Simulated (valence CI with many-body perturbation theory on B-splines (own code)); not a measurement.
## Ni XXIV: E2, M1, M2 decay

Method: valence CI with perturbative core correlation (CI+MBPT): three valence electrons over a frozen Dirac-Fock core [He], radial functions for each j: 11 s, 11 p, 10 d, 8 f, 5 g, 2 h, with the one-electron correlation potential Σ1, the two-electron term Σ2, the three-electron term Σ3, Breit, model QED; selected CI, second order for the rest, scaled by the run's own slope (own B-spline code, finite nucleus).

No measured levels were compared; by estimate levels of excited configurations hold to 0.05 to 0.15 % of their energy, terms of the ground configuration to about 0.5 %.

Lines 1 to 19 of 19 in falling wavelength, among levels below 1754.8 eV, chosen from the decays that carry over 1 % of a level's rate. Wavelengths and rates use the calculated energies, so an error of 800 cm⁻¹ moves a line at 1.052 nm by 0.0084 % and its rate by three times that or more. Electric multipoles are in the length gauge, E1 and E2 with the static RPA response of the core. S is in atomic units (e²a₀⁴ for E2 and M2, e²a₀⁶ for E3), for M1 in squared Bohr magnetons. Weak lines are less certain than strong ones. Lines between different terms over intervals too small for the method are left out, as are lines whose strength nearly cancels.

Names give the largest LS component (configuration and term), which can be under half, so a name can repeat, a term be missing and a line seem to break the LS rules; names also repeat where a configuration has a term twice. Letters in brackets count levels of one name in rising energy.

```tsv
λ vac (nm)	Upper	Lower	Type	A (s⁻¹)	S (a.u.)
61.00	2s²2p ²P°_3/2	2s²2p ²P°_1/2	M1	3.96e+04	1.33e+00
1.052	2s2p3p ⁴D_7/2	2s2p² ²D_5/2	E2	3.27e+08	3.01e-04
1.036	2s²3p ²P°_1/2	2s²2p ²P°_3/2	E2	6.38e+09	1.36e-03
1.035	2s2p3d ⁴F°_9/2	2s2p² ²D_5/2	M2	2.48e+07	2.62e-05
1.034	2s2p3p ⁴D_5/2	2s2p² ⁴P_5/2	E2	2.45e+09	1.55e-03
1.032	2s²3p ²P°_3/2	2s²2p ²P°_3/2	E2	3.15e+09	1.31e-03
1.022	2s2p3p ⁴D_7/2	2s2p² ⁴P_5/2	E2	3.57e+09	2.84e-03
1.018	2s2p3p ⁴D_5/2	2s2p² ⁴P_1/2	E2	3.39e+09	1.98e-03
1.015	2s2p3p ⁴D_7/2	2s2p² ⁴P_3/2	E2	2.65e+09	2.04e-03
1.014	2s²3p ²P°_3/2	2s²2p ²P°_1/2	E2	3.28e+09	1.26e-03
0.9916	2p²3d ²F_7/2 [a]	2s2p² ²P_3/2	E2	1.75e+09	1.20e-03
0.9667	2p²3d ²F_7/2 [a]	2s2p² ²D_5/2	E2	2.14e+09	1.29e-03
0.9659	2p²3d ⁴F_9/2	2s2p² ²D_5/2	E2	7.08e+08	5.32e-04
0.9630	2p²3d ²F_7/2 [a]	2s2p² ²D_3/2	E2	9.82e+08	5.81e-04
0.9489	2p²3d ²G_9/2	2s2p² ²D_5/2	E2	1.57e+10	1.08e-02
0.9417	2p²3d ²F_7/2 [a]	2s2p² ⁴P_5/2	E2	1.12e+10	5.92e-03
0.9409	2p²3d ⁴F_9/2	2s2p² ⁴P_5/2	E2	1.66e+10	1.09e-02
0.9389	2p²3d ⁴F_7/2	2s2p² ⁴P_3/2	E2	1.63e+10	8.52e-03
0.9247	2p²3d ²G_9/2	2s2p² ⁴P_5/2	E2	9.21e+08	5.56e-04
```
